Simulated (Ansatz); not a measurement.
The first iterations of a band of CH4FInO (8 atoms, charge 0, multiplicity 1).

These are results of Ansatz, RKS B3LYP/def2-SVP, not measurements.

```json
{"movable images": "6", "climbing image": "no", "spring": "5.0 eV/Å²", "optimiser": "quadratic models (default)", "start path": "through a guess of the saddle point", "force threshold": "0.03 eV/Å", "iteration limit": "54", "end points": "relaxed"}
```

First end point:

```xyz
8
Properties=species:S:1:pos:R:3
C 0.184 1.297 -0.089
O 0.131 0.265 0.873
In -0.202 -1.642 0.403
F -0.426 -1.725 -1.557
H 0.005 0.947 -1.122
H -0.573 2.071 0.141
H 1.176 1.788 -0.067
H -0.296 -3.001 1.416
```

Last end point:

```xyz
8
Properties=species:S:1:pos:R:3
C 0.227 1.356 0.093
O -0.098 0.255 -0.717
In -0.273 -1.635 -0.103
F -0.780 -2.716 -1.660
H 0.491 1.097 1.139
H 1.092 1.900 -0.333
H -0.618 2.070 0.140
H -0.042 -2.327 1.442
```

| iteration | highest image above the first end (eV) | largest band force component (eV/Å) |
| --- | --- | --- |
| 1 | 39.600 | 109.995 |
| 2 | 19.632 | 51.210 |
| 3 | 7.318 | 10.908 |
| 4 | 3.258 | 8.804 |
| 5 | 0.756 | 5.194 |

Q: Does the band converge within its limit, and where does its top end?

A: The run converged. It ended after 17 iterations with the highest image 0.169 eV above the first end. No image climbed, so the highest image needn't sit at the top of the path.

The run took 9.7 min on 1 thread of Intel(R) Xeon(R) Processor @ 2.70GHz, on a shared host, peak memory 0.19 GiB.
